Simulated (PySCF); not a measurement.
Ga(NHMe)3, C3H12GaN3, SMILES C[NH][Ga]([NH]C)[NH]C, singlet (GFN2-xTB optimised geometry):

```
19

Ga    -0.465     0.262     0.000
N     -1.584    -1.202     0.151
C     -1.206    -2.597     0.351
H     -2.474    -1.138    -0.333
H     -1.131    -3.160    -0.586
H     -1.940    -3.096     0.993
H     -0.238    -2.633     0.854
N     -1.201     1.954     0.000
C     -2.622     2.277    -0.015
H     -0.657     2.685    -0.447
H     -3.008     2.475    -1.023
H     -2.815     3.160     0.604
H     -3.177     1.439     0.408
N      1.381     0.262     0.000
C      2.297    -0.873     0.000
H      1.816     1.076     0.423
H      2.641    -1.147     1.004
H      3.177    -0.649    -0.614
H      1.793    -1.736    -0.438
```

Computed with B3LYP/def2-SVP (PySCF).

**Question.** What are the frontier orbital energies and the dipole moment?

**Answer.** HOMO-2 -6.50 eV, HOMO-1 -5.75 eV, HOMO -5.51 eV, LUMO 0.23 eV, LUMO+1 0.85 eV; dipole moment 0.58 D.

On the same geometry PBE/def2-SVP (PySCF) gives HOMO-2 -5.35 eV, HOMO-1 -4.59 eV, HOMO -4.38 eV, LUMO -0.36 eV, LUMO+1 0.31 eV; dipole moment 0.52 D.

Meta-Löwdin charges at B3LYP/def2-SVP: Ga1 0.62, N2 -0.49, C3 -0.16, H4 0.20, H5 0.08, H6 0.09, H7 0.09, N8 -0.49, C9 -0.16, H10 0.19, H11 0.07, H12 0.09, H13 0.09, N14 -0.49, C15 -0.16, H16 0.20, H17 0.08, H18 0.09, H19 0.09.
